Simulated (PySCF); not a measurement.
How the method changes the constants of ZnO

State: ³Π (triplet), unpaired electrons σ ↑, π ↑. Set-up: Zn cc-pVDZ-PP with ECP10, O cc-pVDZ; scalar-relativistic core potentials (PySCF 2.14). De refers to Zn + O in their high-spin ground configurations, without counterpoise correction. The functionals are run spin-unrestricted. A positive dipole means Zn(−)O(+).

```json
{"Level": "UHF", "Re (Å)": "1.858", "ωe (cm⁻¹)": "584", "De (eV)": "0.200", "μ (D)": "-2.78"}
{"Level": "UHF-MP2", "Re (Å)": "1.835", "ωe (cm⁻¹)": "585", "De (eV)": "0.99", "μ (D)": "n/a"}
{"Level": "UHF-SCS-MP2", "Re (Å)": "1.845", "ωe (cm⁻¹)": "579", "De (eV)": "0.85", "μ (D)": "n/a"}
{"Level": "PBE", "Re (Å)": "1.863", "ωe (cm⁻¹)": "508", "De (eV)": "1.57", "μ (D)": "-1.58"}
{"Level": "revPBE", "Re (Å)": "1.880", "ωe (cm⁻¹)": "491", "De (eV)": "1.40", "μ (D)": "-1.63"}
{"Level": "r²SCAN", "Re (Å)": "1.832", "ωe (cm⁻¹)": "558", "De (eV)": "1.66", "μ (D)": "-1.77"}
{"Level": "M06-L", "Re (Å)": "1.855", "ωe (cm⁻¹)": "533", "De (eV)": "1.33", "μ (D)": "-1.84"}
{"Level": "PBE0", "Re (Å)": "1.853", "ωe (cm⁻¹)": "537", "De (eV)": "1.29", "μ (D)": "-1.97"}
{"Level": "ωB97X", "Re (Å)": "1.853", "ωe (cm⁻¹)": "533", "De (eV)": "1.11", "μ (D)": "-1.91"}
{"Level": "B2PLYP", "Re (Å)": "1.855", "ωe (cm⁻¹)": "543", "De (eV)": "1.09", "μ (D)": "-2.26"}
```

(1) What does second-order correlation do here, going from UHF to UHF-MP2?

Correlated steps freeze 1 core orbital. Correlated levels converge slowly with the basis: in double zeta they bind strong bonds too weakly, by up to about 1 eV, and carry superposition errors of some tenths. B2PLYP dipoles, levels and charges come from its SCF part alone. The state was picked by a PBE0 search and need not be the measured ground state.

## Answers

(1) UHF-MP2 less UHF: -2.3 pm in Re, +0.2 % in ωe, +0.79 eV in De. Correlation nearly always deepens the well. The bond shortens, as in weak, metallic or heavy-atom bonds, where dispersion and the correlation of outer-core electrons pull the atoms together.
